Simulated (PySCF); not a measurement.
CH₅NOPb, SMILES C[O][Pb][NH2] (connectivity only; charge and spin as stated), neutral, multiplicity 1. Geometry optimised at r2SCAN-D4/def2-SVP. The structure was generated by enumeration; whether it is a known compound was not checked. The def2 effective core potentials stand for the cores of Pb; spin–orbit coupling is left out. Other conformers were not sampled.

Level of theory: r2SCAN-D4/def2-SVP in PySCF 2.14.0.

Harmonic wavenumbers (cm⁻¹): 96, 143, 154, 227, 270, 398, 465, 536, 566, 1119, 1166, 1178, 1456, 1464, 1471, 1493, 2914, 2970, 3027, 3537, 3658. Rotational constants (GHz): 6.147, 2.589, 1.843; symmetry number 1.

Work out the zero-point energy and the ideal-gas rigid-rotor harmonic-oscillator thermochemistry at 298.15 K and 1 atm.

ZPE = ½ Σ hcν = ½ × 28308 cm⁻¹ = 40.47 kcal/mol. H − E(el) = 45.37 kcal/mol. Entropy in cal/(mol K): translation 42.50, rotation 26.80, vibration 15.43, total 84.72. G − E(el) = 20.11 kcal/mol. Cp = 23.36 cal/(mol K). Modes under 150 cm⁻¹ make the vibrational entropy uncertain.
